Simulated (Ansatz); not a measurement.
System: C$_{2}$H$_{8}$N$_{2}$, charge 0, singlet. C2H8N2 (ethane-1,2-diamine, SMILES NCCN).
B3LYP-D3(BJ)/def2-TZVP minimum from Ansatz (an electronic-structure program):
```xyz
12

N      1.8004     0.4329    -0.2539
C      0.5735     0.1334     0.4836
C     -0.5515    -0.2148    -0.4799
N     -1.7787    -0.5130     0.2575
H      2.5813     0.5552     0.3786
H      1.7040     1.2957    -0.7773
H      0.2389     0.9548     1.1379
H      0.7571    -0.7273     1.1290
H     -0.2619    -1.1016    -1.0463
H     -0.6612     0.6050    -1.2084
H     -2.5003    -0.8544    -0.3651
H     -2.1418     0.3214     0.7042
```

Total energies in hartree (Ansatz). Radicals and triplets start from unrestricted determinants; spin-orbit coupling is neglected. Cores are frozen in correlated methods. No relativity. For partners of very few electrons the exact lower level stands in for a higher one.

```tsv
species	HF/cc-pVTZ	CCSD(T)/cc-pVTZ	HF/cc-pVQZ	CCSD(T)/cc-pVQZ	CCSD(T)/cc-pVDZ	CCSDT(Q)/cc-pVDZ
1: C2H8N2 (ethane-1,2-diamine, SMILES NCCN)	-189.34813	-190.20347	-189.36253	-190.26454	-189.99114	-189.99324
2: N (quartet)	-54.40069	-54.51471	-54.40372	-54.52482	-54.47850	-54.47866
3: C (triplet)	-37.69157	-37.78076	-37.69331	-37.78654	-37.76038	-37.76071
4: H (doublet)	-0.49981	-0.49981	-0.49995	-0.49995	-0.49928	-0.49928
```

**Question.** Work out the atomisation energy (electronic, to ground-state atoms) in kcal/mol: take Hartree-Fock from cc-pVQZ, extrapolate the CCSD(T) correlation energy as X^-3 (X = 3, 4), and add CCSDT(Q) - CCSD(T) in cc-pVDZ. 1 hartree = 627.51 kcal/mol.

**Answer.** 
Species 1: correlation (64·(-0.90201) - 27·(-0.85534))/37 = -0.93607; step -0.00210; E1 = -189.36253 + (-0.93607) + (-0.00210) = -190.30070
Species 2: correlation (64·(-0.12110) - 27·(-0.11402))/37 = -0.12627; step -0.00016; E2 = -54.40372 + (-0.12627) + (-0.00016) = -54.53015
Species 3: correlation (64·(-0.09323) - 27·(-0.08919))/37 = -0.09618; step -0.00033; E3 = -37.69331 + (-0.09618) + (-0.00033) = -37.78982
Species 4: correlation (64·(0.00000) - 27·(0.00000))/37 = 0.00000; step +0.00000; E4 = -0.49995 + (0.00000) + (+0.00000) = -0.49995
-1·E1 +2·E2 +2·E3 +8·E4 = 1.66116 hartree = 1042.4 kcal/mol.
